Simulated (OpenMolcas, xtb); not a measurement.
# GeSiH5 (SMILES [SiH2][GeH3]): the energy, rung by rung

GeSiH5 has 7 atoms, charge 0, and is taken as a doublet. SMILES: `[SiH2][GeH3]`. Geometry: relaxed at PBE0-D4/def2-TZVP.

```xyz
7

Si   -0.0947   -1.4236   -0.1634
Ge    0.2887    0.9147   -0.0977
H     0.1732   -2.1034    1.1339
H    -1.4564   -1.7847   -0.6454
H     0.0371    1.5171   -1.4890
H    -0.6338    1.6229    0.9132
H     1.7469    1.1891    0.3027
```

Quantity: the energy change with the Si1–H3 bond stretched from 1.489 to 1.712 Å, in eV. The values are calculated.

```csv
level,kind,program,value (eV)
GFN-FF,force field,xtb,0.46
GFN1-xTB,semi-empirical,xtb,0.29
UHF/aug-cc-pVDZ,Hartree–Fock,OpenMolcas,0.34
USVWN5/aug-cc-pVDZ,LDA,OpenMolcas,0.24
UBLYP/aug-cc-pVDZ,GGA,OpenMolcas,0.24
UPBE/aug-cc-pVDZ,GGA,OpenMolcas,0.24
UTPSS/aug-cc-pVDZ,meta-GGA,OpenMolcas,0.28
UBHLYP/aug-cc-pVDZ,global hybrid,OpenMolcas,0.33
```

All-electron rows without a relativistic Hamiltonian named are non-relativistic. The first shape isn't each level's own minimum. The values span 0.24 to 0.46 eV.
